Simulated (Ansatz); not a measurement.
Input file for Ansatz (an electronic-structure program): R-CCSD(T)/aug-cc-pVTZ on BrGaH2 (SMILES [GaH2][Br]), atoms moved off the minimum. The run froze 28 orbitals, filled d shells among them.

Ansatz 0.2 input:
```yaml
crystal:
  periodic: [false, false, false]
  atoms:
    - {symbol: Ga, position_ang: [-0.73776593, -0.81595374, 0.09662957]}
    - {symbol: H, position_ang: [0.01086261, -1.92816019, 1.28311950]}
    - {symbol: H, position_ang: [-2.00158399, -1.11589017, -0.74428352]}
    - {symbol: Br, position_ang: [0.56631285, 0.85816758, -0.09560219]}
basis:
  gaussian:
    orbitals: aug-cc-pVTZ
magnetization: {spin_polarized: false}
correlation: {method: ccsd_t, electrons: outside_noble_gas}
scf: {lower_state_search: off}
output: {forces: true}
```

Program output:

```
WARN ansatz: RAYON_NUM_THREADS=1 ignored (pool sized by the plan → 1); use --threads N
Functional definition: HF
these checks for a lower state are left out or cut short: starts, cluster_reference, orbital_swaps, neighbouring_geometries, increment
integrals: 0.46 GiB planned
1004 factors; integrals over basis functions are off by at most 6.9e-4 eV
mean field: 0.57 GiB planned
mean field evaluation 1: about -122367.2671 eV, gradient 1.2e1 eV
mean field evaluation 2: about -122367.3395 eV, gradient 1.2e1 eV
mean field evaluation 4: about -122367.9510 eV, gradient 1.7e0 eV
mean field evaluation 8: about -122367.9634 eV, gradient 9.6e-2 eV
mean field -122367.96339663 eV, -4496.9397108416 hartree, gradient 3.1e-6 eV, S^2 0.000000; 0 other end points of the search recorded, 0 dependent functions left out
28 core orbitals not correlated
reference -122367.96339663 eV, -4496.9397108416 hartree; 6, 6 occupied and 130, 130 virtual orbitals, 1004 factors
too little memory for Intel AMX tiles; the run may be slower
densities: 1.44 GiB planned
second order -6.68478132 eV of doubles, -0.00000000 eV of singles
coupled cluster: 0.83 GiB planned
cycle   1  -7.25039656 eV  change   -5.7e-1 eV  update   5.9e-2
cycle   2  -7.46829060 eV  change   -2.2e-1 eV  update   2.0e-2
cycle   3  -7.49029005 eV  change   -2.2e-2 eV  update   7.2e-3
cycle   4  -7.48639129 eV  change    3.9e-3 eV  update   2.4e-3
cycle   5  -7.48623326 eV  change    1.6e-4 eV  update   8.0e-4
cycle   6  -7.48628930 eV  change   -5.6e-5 eV  update   2.7e-4
cycle   7  -7.48628111 eV  change    8.2e-6 eV  update   8.1e-5
cycle   8  -7.48629942 eV  change   -1.8e-5 eV  update   2.9e-5
cycle   9  -7.48629963 eV  change   -2.2e-7 eV  update   1.1e-5
cycle  10  -7.48629558 eV  change    4.1e-6 eV  update   4.2e-6
perturbative correction -0.26897294 eV, -0.0098845731 hartree
the calculation of the forces begins
mean field evaluation 16: about -122367.9634 eV, gradient 3.1e-6 eV
Total energy: -122375.71866515 eV, -4497.2247117029 hartree
Atom 0 at    -0.737766    -0.815954     0.096630 Å, force    -0.533161    -3.968176     1.868643 eV/Å
Atom 1 at     0.010863    -1.928160     1.283119 Å, force    -1.027222     1.010019    -1.201728 eV/Å
Atom 2 at    -2.001584    -1.115890    -0.744284 Å, force    -0.354542     0.061979    -0.187155 eV/Å
Atom 3 at     0.566313     0.858168    -0.095602 Å, force     1.914925     2.896177    -0.479760 eV/Å
Dipole moment:    -0.217138    -0.043899    -0.072523 e Å
Checks for a lower state left out: starts, cluster_reference, orbital_swaps, neighbouring_geometries, increment
```

The calculation finished and met its thresholds.

Cost: around 50 core-seconds (rough).
